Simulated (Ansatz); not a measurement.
`N[SiH2][SiH](N)O` → `N[Si](N)(O)[SiH3]`  (isomerisation)

Isolated molecules relaxed with PBE0-D4/def2-TZVP in Ansatz; ΔE leaves out vibrations. CCSD(T)/CBS adds triple-zeta CCSD(T) − MP2 to the extrapolated MP2 energy (def2 sets, frozen cores). Functionals use def2-TZVPP. B3LYP here is the variant with VWN-RPA as its local correlation; programs differ in this. Each species was taken in one conformer, which may not be the lowest.

`N[SiH2][SiH](N)O`:

Cartesian coordinates in Å:
```
N 0.198 -0.490 1.926
Si 0.677 0.849 0.922
Si -0.170 0.407 -1.230
N -1.436 -0.687 -0.877
O 0.933 -0.196 -2.307
H 0.545 -1.409 1.695
H 0.218 -0.363 2.927
H 0.030 2.053 1.515
H 2.149 1.123 0.901
H -0.628 1.630 -1.939
H -2.181 -0.928 -1.508
H -1.630 -0.929 0.082
H 1.294 -1.060 -2.107
```

`N[Si](N)(O)[SiH3]`:

Z-matrix (Å, degrees):
```
Si
N 1 1.709
O 1 1.651 2 118.7
N 1 1.719 2 103.8 3 117.8
Si 1 2.344 2 107.5 3 -116.0
H 2 1.006 1 121.6 3 75.1
H 2 1.008 1 121.2 3 -77.4
H 3 0.960 1 116.5 2 63.4
H 4 1.008 1 119.4 2 48.1
H 4 1.008 1 119.2 2 -170.2
H 5 1.491 1 110.2 2 -66.8
H 5 1.491 1 111.9 2 52.6
H 5 1.489 1 111.3 2 173.6
```

(1) Is it downhill or uphill in electronic energy at CCSD(T)/CBS, and by how much? (Best estimate.)

(2) What do these levels give: B3LYP-D4, ωB97M-V, B2PLYP, r2SCAN, PBE0, B3LYP, HF/def2-TZVPP, MP2/def2-TZVPP, CCSD(T)/def2-TZVPP, MP2/def2-QZVPP, MP2/CBS(def2), CCSD/CBS(def2)? (Best estimate.)

Largest T1 diagnostic among the species: 0.012.

Answers

(1) Computed: Downhill: ΔE = -0.39 eV.

(2) Computed: B3LYP-D4 -0.38, ωB97M-V -0.38, B2PLYP -0.38, r2SCAN -0.40, PBE0 -0.38, B3LYP -0.37, HF/def2-TZVPP -0.40, MP2/def2-TZVPP -0.39, CCSD(T)/def2-TZVPP -0.40, MP2/def2-QZVPP -0.38, MP2/CBS(def2) -0.38, CCSD/CBS(def2) -0.39 eV.
